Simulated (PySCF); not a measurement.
# Reading the logs of faulty runs: GeH4NOSi cation

All numbers below are calculated, not measured. The program is PySCF 2.14.0, an open-source quantum chemistry code, run on an isolated molecule that a program drew, which may never have been made. The molecule is GeH4NOSi cation (charge +1, singlet), drawn as the SMILES string `[NH]=[GeH][SiH+]O`.

Each row is a Hartree-Fock (HF) and frozen-core CCSD(T) single point in the cc-pV(D+d)Z basis, meant for a local HF minimum. Run 1 is clean. Each other run has one planted mistake out of seven kinds, and not every kind appears here: one electron removed, one electron added, multiplicity raised by two, geometry at a saddle point, minimal basis STO-3G, one bond length entered in bohr, all coordinates scaled. The reference is restricted for singlets and unrestricted otherwise, and also for a bond in bohr. Adding or removing an electron swaps singlet and doublet. Electrons count all cores. HOMO and LUMO are orbital energies over both spins, the gradient is its largest component, and the lowest frequency (negative if imaginary) is given only where the gradient is small. Bond lengths are over the 7 bonds as drawn. T1 is the CCSD diagnostic: over 0.02 (restricted) or 0.045 (unrestricted) a single reference is doubtful. Germanium has the cc-pVDZ-PP basis, with a core potential (ECP10MDF) in place of its 10 inner electrons, and its 3s, 3p and 3d shells are frozen in CCSD(T).

Geometry of the clean run:
```xyz
8
GeH4NOSi cation, angstrom
N     1.9023    1.5181   -1.5159
Ge    0.7561    0.4656   -2.1136
Si    0.4935   -1.6436   -0.9262
O    -0.5096   -2.8123   -1.2672
H     2.4346    1.2480   -0.7013
H    -0.1484    0.6456   -3.3006
H     1.2927   -1.9872    0.2498
H    -1.1566   -2.9021   -1.9586
```

| run | electrons | basis functions | <S^2> | HOMO (eV) | LUMO (eV) | gradient (hartree/bohr) | lowest frequency (cm^-1) | mean bond (Å) | longest bond (Å) | T1 | HF (hartree) | CCSD(T) (hartree) | mistake |
|---|---|---|---|---|---|---|---|---|---|---|---|---|---|
| 1 | 64 | 94 | 0.000 | -14.72 | -5.56 | 3.1e-05 | 57 | 1.5151 | 2.435 | 0.0229 | -713.64808 | -714.23635 | no fault |
| 2 | 64 | 94 | 1.511 | -14.03 | -5.29 | 8.5e-02 | - | 1.6435 | 2.435 | 0.0749 | -713.54694 | -714.09563 | one bond length entered in bohr |
| 3 | 64 | 94 | 2.015 | -12.64 | -5.80 | 1.2e-01 | - | 1.5151 | 2.435 | 0.0169 | -713.62588 | -714.15429 | multiplicity raised by two |
| 4 | 64 | 94 | 0.000 | -14.19 | -5.59 | 6.2e-02 | - | 1.6470 | 2.646 | 0.0302 | -713.59406 | -714.21260 | all coordinates scaled |
| 5 | 65 | 94 | 1.056 | -6.99 | 1.93 | 7.5e-02 | - | 1.5151 | 2.435 | 0.0449 | -713.88669 | -714.46574 | ? |
| 6 | 63 | 94 | 0.875 | -21.71 | -11.14 | 4.8e-02 | - | 1.5151 | 2.435 | 0.0332 | -713.18667 | -713.71674 | ? |

**Which mistake was planted in run 5, and what did it cost?**

It counts 65 electrons, one more than the clean run, at the same geometry and basis. So the mistake is: one electron added. Subtracting run 1 and multiplying by 627.51 kcal/mol a hartree, the energy moved by -149.7 kcal/mol in HF and -143.9 kcal/mol in CCSD(T).

**Which mistake was planted in run 6, and what did it cost?**

It counts 63 electrons, one fewer than the clean run, at the same geometry and basis. So the mistake is: one electron removed. Subtracting run 1 and multiplying by 627.51 kcal/mol a hartree, the energy moved by 289.5 kcal/mol in HF and 326.1 kcal/mol in CCSD(T).

Cautions from the logs. Run 1: T1 is over the limit, so its CCSD(T) energy is less reliable; run 2: T1 is over the limit, so its CCSD(T) energy is less reliable; run 4: T1 is over the limit, so its CCSD(T) energy is less reliable.
